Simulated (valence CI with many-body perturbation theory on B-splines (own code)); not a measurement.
# Level structure of Ag33+

Calculated by relativistic CI+MBPT: four valence electrons over a frozen Dirac-Fock core [Ne], a basis of 9 s, 9 p, 8 d, 6 f, 3 g, 1 h functions for each j, with the one-electron correlation potential Σ1, the two-electron term Σ2, the three-electron term Σ3, Breit, model QED; selected CI, second order for the rest, scaled by the run's own slope (own B-spline code, finite nucleus).

No measured spectrum was set against this ion. As an estimate, large intervals hold to a few tenths of a per cent, small ones and those within an open d or f shell to about a per cent.

Levels 1 to 31 of 31, with energies above the lowest level, (3s^2 3p1/2^2) J=0. "Leading %" is the weight of the configuration and term that name the level; weights of strongly mixed levels are sums over their largest components and can fall short, so below about 35 % the name and the second component can differ from the true leading terms, or belong to a minority configuration. In the jj column 3d3/2^4 stands for four electrons in 3d with j = 3/2. Lifetimes count E1, E2, E3, M1 and M2 decay at the calculated energies, and are blank where another channel may lead or the interval is too uncertain; long ones can be off by a factor of two.

```tsv
No.	Configuration	Term	J	E (cm⁻¹)	Leading %	Lifetime	Leading jj	Second component
1	3s2 3p2	3P	0	0	75		3s^2 3p1/2^2 (97 %)	23 % 3s2 3p2 1S
2	3s2 3p2	3P	1	293460	98	2.89 μs	3s^2 3p1/2 3p3/2 (98 %)	
3	3s2 3p2	1D	2	335830	56	792 μs	3s^2 3p1/2 3p3/2 (97 %)	42 % 3s2 3p2 3P
4	3s2 3p2	3P	2	660220	56	1.40 μs	3s^2 3p3/2^2 (97 %)	42 % 3s2 3p2 1D
5	3s2 3p2	1S	0	755800	74	789 ns	3s^2 3p3/2^2 (96 %)	23 % 3s2 3p2 3P
6	3s 3p3	5S°	2	947890	53	225 ps	3s 3p1/2^2 3p3/2 (85 %)	32 % 3s 3p3 3P°
7	3s 3p3	3D°	1	1084100	48	23.4 ps	3s 3p1/2^2 3p3/2 (76 %)	20 % 3s 3p3 3P°
8	3s 3p3	3D°	2	1216100	46	202 ps	3s 3p1/2 3p3/2^2 (79 %)	32 % 3s 3p3 5S°
9	3s2 3p 3d	3F°	2	1271400	57	2.60 ns	3s^2 3p1/2 3d3/2 (87 %)	26 % 3s2 3p 3d 1D°
10	3s 3p3	3D°	3	1287100	80	225 ps	3s 3p1/2 3p3/2^2 (80 %)	14 % 3s2 3p 3d 3D°
11	3s 3p3	3P°	0	1383400	90	26.2 ps	3s 3p1/2 3p3/2^2 (90 %)	9 % 3s2 3p 3d 3P°
12	3s 3p3	3P°	1	1404100	44	7.93 ps	3s 3p1/2 3p3/2^2 (62 %)	22 % 3s2 3p 3d 3D°
13	3s2 3p 3d	3F°	2	1430600	29	19.1 ps	3s 3p1/2 3p3/2^2 (42 %)	22 % 3s 3p3 3D°
14	3s2 3p 3d	3F°	3	1453500	73	25.1 ps	3s^2 3p1/2 3d5/2 (74 %)	10 % 3s 3p3 3D°
15	3s2 3p 3d	3P°	1	1470300	24	3.96 ps	3s^2 3p1/2 3d3/2 (47 %)	23 % 3s2 3p 3d 3D°
16	3s2 3p 3d	3D°	2	1514000	28	5.57 ps	3s^2 3p1/2 3d5/2 (53 %)	22 % 3s2 3p 3d 3P°
17	3s 3p3	3S°	1	1528200	32	4.04 ps	3s 3p1/2 3p3/2^2 (73 %)	19 % 3s 3p3 3D°
18	3s2 3p 3d	3P°	2	1638400	28	81.7 ps	3s^2 3p3/2 3d5/2 (47 %)	24 % 3s 3p3 3P°
19	3s2 3p 3d	3F°	4	1707100	98	3.29 μs	3s^2 3p3/2 3d5/2 (98 %)	
20	3s2 3p 3d	3P°	1	1742200	40	3.73 ps	3s^2 3p3/2 3d3/2 (74 %)	29 % 3s2 3p 3d 3D°
21	3s2 3p 3d	3D°	2	1747600	44	3.06 ps	3s^2 3p3/2 3d3/2 (74 %)	21 % 3s2 3p 3d 1D°
22	3s2 3p 3d	3D°	3	1756400	48	4.36 ps	3s^2 3p3/2 3d3/2 (67 %)	22 % 3s2 3p 3d 1F°
23	3s2 3p 3d	3P°	0	1760300	89	4.29 ps	3s^2 3p3/2 3d3/2 (89 %)	9 % 3s 3p3 3P°
24	3s2 3p 3d	3P°	1	1862900	27	5.54 ps	3s^2 3p3/2 3d5/2 (46 %)	26 % 3s2 3p 3d 1P°
25	3s2 3p 3d	3P°	2	1876300	26	4.53 ps	3s^2 3p3/2 3d5/2 (48 %)	20 % 3s 3p3 3P°
26	3s2 3p 3d	1F°	3	1891300	66	5.15 ps	3s^2 3p3/2 3d5/2 (76 %)	30 % 3s2 3p 3d 3D°
27	3s 3p2 3d	5F	1	1944700	64	117 ps	3s 3p1/2^2 3d3/2 (84 %)	20 % 3s 3p2 3d 3D
28	3s 3p2 3d	5F	2	1962900	36	126 ps	3s 3p1/2^2 3d3/2 (73 %)	16 % 3s 3p2 3d 5D
29	3s2 3p 3d	1P°	1	1980500	44	3.67 ps	3s^2 3p3/2 3d5/2 (46 %)	26 % 3s 3p3 1P°
30	3p4	3P	2	2058900	29	25.5 ps	3p1/2^2 3p3/2^2 (42 %)	18 % 3s 3p2 3d 5F
31	3s 3p2 3d	5F	3	2059000	34	38.8 ps	3s 3p1/2^2 3d5/2 (75 %)	31 % 3s 3p2 3d 5D
```

The ionisation energy to 3s2 3p 2P°_1/2 of the next ion comes out as 2075.5 eV (NIST: 2077 ± 4 eV (semi-empirical)). All 31 levels together are meant to be complete up to 2141400 cm⁻¹.
